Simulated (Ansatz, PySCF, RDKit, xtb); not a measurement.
Dimer: HF (SMILES F) (first 2 atoms) with SO2 (SMILES O=S=O); geometry from B3LYP-D3(BJ)/def2-TZVP.
(charge 0, multiplicity 1):
```xyz
5

F      0.35084     0.50697    -0.65679
H      0.08404     0.72411     0.21057
O     -0.33595     0.66261     2.00925
S     -0.19430    -0.57049     2.75159
O     -0.53505    -0.55503     4.14433
```

Interaction energies are E(AB) − E(A) − E(B) at the monomers' geometry in the complex; basis-set methods are counterpoise corrected. RDKit's UFF carries no charges.

Programs: Ansatz (Gaussian basis) for Hartree–Fock, density functionals and correlated methods; PySCF for the dispersion terms; RDKit for the force fields; xtb for the GFN methods. Each number belongs to the level named beside it.

Q: One of these levels gives 32.20 kcal/mol for the interaction energy. Which?
(A) UFF
(B) BLYP/def2-TZVPPD
(C) GFN-FF
(D) revPBE-D4/def2-TZVPPD

A: A, UFF. The others give -7.00 (GFN-FF), -3.43 (BLYP/def2-TZVPPD), -3.85 (revPBE-D4/def2-TZVPPD)

Ansatz is a first-principles code.
